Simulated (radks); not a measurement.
Values are calculated unless marked as measured or tabulated.
Question: Er VIII, configuration [Kr] 4d10 4f10 5s2 5p3. Code: a radial shooting solver on a logarithmic mesh with Libxc functionals. Model: scalar-relativistic Kohn-Sham, PBE, spin-polarised, spherical densities, finite nucleus; open shells are filled with parallel spins first (spin-orbit coupling, left out, can overturn this in heavy ions); Fermi nuclear charge, rms radius 5.2516 fm. Some entries of the table are withheld. Estimate them.

orbital  occ.  eigenvalue (eV)  <1/r> (bohr^-1)
1s up       1        -57473.75            77.54
1s down     1        -57473.46            77.54
2s up       1        -9748.347            18.05
2s down     1        -9748.152            18.05
2p up       3        -8636.013            16.67
2p down     3        -8635.734            16.67
3s up       1        -2271.688            6.656
3s down     1        -2269.583            6.660
3p up       3        -1933.202            6.218
3p down     3        -1931.068            6.222
3d up       5        -1508.995            5.894
3d down     5        -1507.317            5.898
4s up       1        -538.2942            2.817
4s down     1        -533.9033            2.816
4p up       3        -426.6379            2.580
4p down     3        -422.2882            2.579
4d up       5        -276.9023              (1)
4d down     5        -272.4819              (2)
5s up       1        -151.8436            1.151
5s down     1        -146.1469            1.148
5p up       3        -121.6624              (3)
5p down     0        -116.2182              (4)
4f up       7        -111.9076            1.798
4f down     3        -107.0757            1.804

Answer: 
(1) 4d up <1/r> (bohr^-1): 2.286
(2) 4d down <1/r> (bohr^-1): 2.287
(3) 5p up <1/r> (bohr^-1): 1.016
(4) 5p down <1/r> (bohr^-1): 1.006
